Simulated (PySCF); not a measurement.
Simulated C 1s region for `C=[C](C)[Ge@@H]([NH2])[Br]`, binding energy against the vacuum level.

Every computed line was given a Gaussian of 1.0 eV full width at half maximum and an area set by the number of equivalent atoms; the highest printed point is 100. Computed with delta-SCF UKS SCAN, pcX-2 on the ionised atom, pcseg-1 elsewhere, spin-free X2C in PySCF.

binding energy (eV), intensity and a bar:
```
    288.8          0 
    288.9          0 
    289.0          1 
    289.1          2 
    289.2          3 #
    289.3          6 ##
    289.4         10 ###
    289.5         15 #####
    289.6         23 #######
    289.7         33 ##########
    289.8         45 #############
    289.9         57 #################
    290.0         70 #####################
    290.1         82 ########################
    290.2         91 ###########################
    290.3         97 #############################
    290.4        100 ##############################
    290.5         99 ##############################
    290.6         95 #############################
    290.7         89 ###########################
    290.8         80 ########################
    290.9         71 #####################
    291.0         61 ##################
    291.1         50 ###############
    291.2         40 ############
    291.3         31 #########
    291.4         23 #######
    291.5         16 #####
    291.6         11 ###
    291.7          7 ##
    291.8          4 #
    291.9          3 #
    292.0          1 
    292.1          1 
    292.2          0 
    292.3          0
```

Task: Count the maxima, the lines and the sites behind this envelope.

Result: The curve has 1 maximum (at 290.4 eV). Under it lie 3 lines from 3 inequivalent carbon sites. At this width some lines have no maximum of their own.

Task: Decompose the envelope and assign each component. Numbering: `[CH2:1]=[C:2]([CH3:3])[Ge@@H:4]([NH2:5])[Br:6]`.

Result: 
| position (eV) | relative area | line | atoms | environment |
| --- | --- | --- | --- | --- |
| 290.23 | 1 | C 1s | C1 | terminal =CH2 carbon |
| 290.35 | 1 | C 1s | C2 | fully substituted alkene carbon |
| 290.89 | 1 | C 1s | C3 | allylic carbon |

Lowest listed C 1s: C1, bonded to C (double bond) and 2 H. Highest, 0.66 eV above it: C3, bonded to C and 3 H. The widest gap between neighbouring values is 0.54 eV, between 290.35 and 290.89 eV. Summing the Pauling electronegativity differences to the bonded atoms, each weighted by its formal bond order, gives -0.70 for the lowest site and -1.05 for the highest; the largest sum, -0.54, belongs to C2, 0.54 eV below the top. The smallest sum, -1.05, belongs to C3, 0.66 eV above the lowest.

No satellites, vibrations or lifetime broadening are included. Isolated species at its PBE0-D3(BJ)/def2-SVP geometry (one conformer only).

Shape of the structure used: `[CH2:1]=[C:2]([CH3:3])[Ge@@H:4]([NH2:5])[Br:6]`: C1–C2–Ge4–N5 124°, H–N5–Ge4–C2 -64°, H–N5–Ge4–C2 64°.
